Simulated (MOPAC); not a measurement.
Input for MOPAC: PM7 on C3H11AlO (a complex).

```
PM7 1SCF PRECISE CHARGE=0 THREADS=1
C3H11AlO

C      0.00465871 1     0.65506392 1    -1.10180150 1
Al     0.15315316 1    -0.07140477 1     0.73564969 1
C      1.93289906 1    -0.09291338 1     1.57865918 1
C     -1.15786005 1    -1.44618792 1     1.29854486 1
H      0.46203798 1    -0.02607496 1    -1.82726899 1
H      0.52357125 1     1.61294718 1    -1.22390372 1
H     -1.03133044 1     0.79667961 1    -1.42949236 1
H      1.88038753 1    -0.25454227 1     2.65982725 1
H      2.48305907 1     0.83886942 1     1.41459742 1
H      2.55348150 1    -0.89853897 1     1.17156102 1
H     -1.22614783 1    -1.54824823 1     2.38786421 1
H     -0.86994613 1    -2.43432472 1     0.92419760 1
H     -2.16942039 1    -1.26098833 1     0.92022612 1
O     -0.76452412 1     1.52331198 1     1.68624925 1
H     -1.56022464 1     1.24326808 1     2.15725496 1
H     -1.02381147 1     2.20764518 1     1.05545184 1
```

Program output:

```
*******************************************************************************
 **                                                                           **
 **                              MOPAC v23.2.5                                **
 **                                                                           **
 *******************************************************************************
 ** MOPAC's Digital Object Identifier: https://doi.org/10.5281/zenodo.6511958 **
 **                                                                           **
 ** Please cite the open-source release paper for use of this MOPAC version:  **
 ** J. E. Moussa and J. J. P. Stewart (2026)                                  **
 ** MOPAC: An open-source semiempirical molecular orbital program             **
 ** J. Open Source Softw., 11(119), 8025, https://doi.org/10.21105/joss.08025 **
 *******************************************************************************

                              PM7 CALCULATION RESULTS

 *******************************************************************************
 *  PM7        - The PM7 Hamiltonian to be used
 *
 *
 *
 *                 CHARGE ON SYSTEM = 0
 *
 *
 *
 *  PRECISE    - TIGHTER CRITERIA TO BE USED
 *  1SCF       - DO 1 SCF AND THEN STOP
 *  THREADS=1  - MULTI-THREADING NOT USED
 *  T=         - A TIME OF 172800.0 SECONDS REQUESTED
 *  DUMP=N     - RESTART FILE WRITTEN EVERY 7200.0 SECONDS REQUESTED
 *******************************************************************************
PM7 1SCF PRECISE CHARGE=0 THREADS=1
 C3H11AlO

   ATOM   CHEMICAL          X               Y               Z
  NUMBER   SYMBOL      (ANGSTROMS)     (ANGSTROMS)     (ANGSTROMS)

     1       C          0.00465871  *   0.65506392  *  -1.10180150  *
     2      Al          0.15315316  *  -0.07140477  *   0.73564969  *
     3       C          1.93289906  *  -0.09291338  *   1.57865918  *
     4       C         -1.15786005  *  -1.44618792  *   1.29854486  *
     5       H          0.46203798  *  -0.02607496  *  -1.82726899  *
     6       H          0.52357125  *   1.61294718  *  -1.22390372  *
     7       H         -1.03133044  *   0.79667961  *  -1.42949236  *
     8       H          1.88038753  *  -0.25454227  *   2.65982725  *
     9       H          2.48305907  *   0.83886942  *   1.41459742  *
    10       H          2.55348150  *  -0.89853897  *   1.17156102  *
    11       H         -1.22614783  *  -1.54824823  *   2.38786421  *
    12       H         -0.86994613  *  -2.43432472  *   0.92419760  *
    13       H         -2.16942039  *  -1.26098833  *   0.92022612  *
    14       O         -0.76452412  *   1.52331198  *   1.68624925  *
    15       H         -1.56022464  *   1.24326808  *   2.15725496  *
    16       H         -1.02381147  *   2.20764518  *   1.05545184  *



          CARTESIAN COORDINATES

    NO.       ATOM           X           Y           Z

     1         C          0.0047      0.6551     -1.1018
     2        Al          0.1532     -0.0714      0.7356
     3         C          1.9329     -0.0929      1.5787
     4         C         -1.1579     -1.4462      1.2985
     5         H          0.4620     -0.0261     -1.8273
     6         H          0.5236      1.6129     -1.2239
     7         H         -1.0313      0.7967     -1.4295
     8         H          1.8804     -0.2545      2.6598
     9         H          2.4831      0.8389      1.4146
    10         H          2.5535     -0.8985      1.1716
    11         H         -1.2261     -1.5482      2.3879
    12         H         -0.8699     -2.4343      0.9242
    13         H         -2.1694     -1.2610      0.9202
    14         O         -0.7645      1.5233      1.6862
    15         H         -1.5602      1.2433      2.1573
    16         H         -1.0238      2.2076      1.0555

 General Reference for PM7:
 "Optimization of Parameters for Semiempirical Methods VI: More Modifications to the
 NDDO Approximations and Re-optimization of Parameters", J. J. P. Stewart, J. Mol. Mod., 1:32, 19 (2013)
 https://link.springer.com/article/10.1007/s00894-012-1667-x

           Empirical Formula: C3 H11 O Al  =    16 atoms



      MOLECULAR POINT GROUP   :   Cs


      RHF CALCULATION, NO. OF DOUBLY OCCUPIED LEVELS = 16


 -------------------------------------------------------------------------------
 PM7 1SCF PRECISE CHARGE=0 THREADS=1
 C3H11AlO



     1SCF WAS SPECIFIED, SO BFGS WAS NOT USED
     SCF FIELD WAS ACHIEVED


                              PM7 CALCULATION
                                                       MOPAC v23.2.5 Linux




          FINAL HEAT OF FORMATION =        -63.17512 KCAL/MOL =    -264.32468 KJ/MOL


          COSMO AREA              =        145.92 SQUARE ANGSTROMS
          COSMO VOLUME            =        139.86 CUBIC ANGSTROMS

          IONIZATION POTENTIAL    =          9.502136 EV
          HOMO LUMO ENERGIES (EV) =         -9.502  1.480
          NO. OF FILLED LEVELS    =         16
          MOLECULAR WEIGHT        =         90.1008         POINT GROUP:  Cs

          MOLECULAR DIMENSIONS (Angstroms)

            Atom       Atom       Distance
            H     8    H     7     5.12891
            H    16    H    12     4.55151
            H     5    H    15     3.88077


          SCF CALCULATIONS        =          1





   ATOM   CHEMICAL          X               Y               Z
  NUMBER   SYMBOL      (ANGSTROMS)     (ANGSTROMS)     (ANGSTROMS)

     1       C          0.00465871  *   0.65506392  *  -1.10180150  *
     2      Al          0.15315316  *  -0.07140477  *   0.73564969  *
     3       C          1.93289906  *  -0.09291338  *   1.57865918  *
     4       C         -1.15786005  *  -1.44618792  *   1.29854486  *
     5       H          0.46203798  *  -0.02607496  *  -1.82726899  *
     6       H          0.52357125  *   1.61294718  *  -1.22390372  *
     7       H         -1.03133044  *   0.79667961  *  -1.42949236  *
     8       H          1.88038753  *  -0.25454227  *   2.65982725  *
     9       H          2.48305907  *   0.83886942  *   1.41459742  *
    10       H          2.55348150  *  -0.89853897  *   1.17156102  *
    11       H         -1.22614783  *  -1.54824823  *   2.38786421  *
    12       H         -0.86994613  *  -2.43432472  *   0.92419760  *
    13       H         -2.16942039  *  -1.26098833  *   0.92022612  *
    14       O         -0.76452412  *   1.52331198  *   1.68624925  *
    15       H         -1.56022464  *   1.24326808  *   2.15725496  *
    16       H         -1.02381147  *   2.20764518  *   1.05545184  *

                             CARTESIAN COORDINATES

   1    C        0.004658710     0.655063920    -1.101801500
   2   Al        0.153153160    -0.071404770     0.735649690
   3    C        1.932899060    -0.092913380     1.578659180
   4    C       -1.157860050    -1.446187920     1.298544860
   5    H        0.462037980    -0.026074960    -1.827268990
   6    H        0.523571250     1.612947180    -1.223903720
   7    H       -1.031330440     0.796679610    -1.429492360
   8    H        1.880387530    -0.254542270     2.659827250
   9    H        2.483059070     0.838869420     1.414597420
  10    H        2.553481500    -0.898538970     1.171561020
  11    H       -1.226147830    -1.548248230     2.387864210
  12    H       -0.869946130    -2.434324720     0.924197600
  13    H       -2.169420390    -1.260988330     0.920226120
  14    O       -0.764524120     1.523311980     1.686249250
  15    H       -1.560224640     1.243268080     2.157254960
  16    H       -1.023811470     2.207645180     1.055451840


           Empirical Formula: C3 H11 O Al  =    16 atoms



      MOLECULAR POINT GROUP   :   Cs


                  EIGENVALUES
 -32.08913 -24.30137 -24.11735 -22.57130 -19.95287 -17.22108 -14.91636 -13.62469
 -13.45840 -12.87363 -12.84233 -12.59149 -11.83211 -10.65272 -10.47367  -9.50214
   1.48017   3.24731   4.49900   4.55952   4.78534   4.92744   6.74860   6.78844
   6.94375   6.95773   7.16997   7.25082   8.53864   8.60692   8.87291  20.29527
  20.33204  21.20846  23.03319  23.09583


              NET ATOMIC CHARGES AND DIPOLE CONTRIBUTIONS

  ATOM NO.   TYPE          CHARGE      No. of ELECS.   s-Pop       p-Pop       d-Pop
    1          C          -0.828358        4.8284     1.05248     3.77587
    2         Al           0.666586        2.3334     0.25316     1.22657     0.85369
    3          C          -0.825733        4.8257     1.04968     3.77605
    4          C          -0.828345        4.8283     1.05246     3.77588
    5          H           0.179726        0.8203     0.82027
    6          H           0.167333        0.8327     0.83267
    7          H           0.162690        0.8373     0.83731
    8          H           0.173200        0.8268     0.82680
    9          H           0.173189        0.8268     0.82681
   10          H           0.176004        0.8240     0.82400
   11          H           0.167377        0.8326     0.83262
   12          H           0.179734        0.8203     0.82027
   13          H           0.162717        0.8373     0.83728
   14          O          -0.479738        6.4797     1.70137     4.77837
   15          H           0.376803        0.6232     0.62320
   16          H           0.376816        0.6232     0.62318
 DIPOLE           X         Y         Z       TOTAL
 POINT-CHG.    -3.133     3.314     1.379     4.764
 HYBRID        -0.047    -0.284    -0.272     0.396
 SUM           -3.180     3.031     1.107     4.530


          ATOMIC ORBITAL ELECTRON POPULATIONS

     Atom    s        px        py        pz      x^2-y^2     xz        z^2       yz        xy
    1  C   1.05248   1.13823   1.18831   1.44933
    2 Al   0.25316   0.45851   0.34583   0.42223   0.15480   0.16997   0.18546   0.15917   0.18429
    3  C   1.04968   1.43182   1.14135   1.20289
    4  C   1.05246   1.28300   1.32718   1.16570
    5  H   0.82027
    6  H   0.83267
    7  H   0.83731
    8  H   0.82680
    9  H   0.82681
   10  H   0.82400
   11  H   0.83262
   12  H   0.82027
   13  H   0.83728
   14  O   1.70137   1.52620   1.63004   1.62213
   15  H   0.62320
   16  H   0.62318

 **********************
 *                    *
 * JOB ENDED NORMALLY *
 *                    *
 **********************




 == MOPAC DONE ==
```

The run finished.

Cost: very roughly 0.04 core-seconds.
